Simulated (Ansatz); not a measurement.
Basis-set extrapolation for CH$_{9}$BOSi$_{2}$, SMILES `CB[SiH](O)[SiH3]` (PBE0-D4/def2-TZVP geometry, frozen core, the Gaussian-basis code of Ansatz). Multiplicity 1, RHF reference.

|  | def2-TZVPP | def2-QZVPP |
| --- | --- | --- |
| HF | -720.621718 | -720.646532 |
| MP2 correlation | -0.767515 | -0.823388 |
| CCSD(T) correlation | -0.864953 | not run |

Energies in hartree. Use E(X) = E(∞) + A·exp(−7.88·√X) for Hartree–Fock and E(X) = E(∞) + B·X^(−2.97) for correlation, with X = 3 and 4, and add CCSD(T) minus MP2 of the smaller set to the MP2 limit.

Problem. What is the CCSD(T) energy at the basis-set limit?

Solution. HF limit: -720.646532 + (-0.024814) × 0.13774 = -720.64995. MP2 limit: -0.823388 + (-0.055873) × 0.74074 = -0.86478. Higher-order term: -0.864953 − (-0.767515) = -0.09744. Total: -721.61217 hartree, 3.42 eV below CCSD(T)/def2-TZVPP.
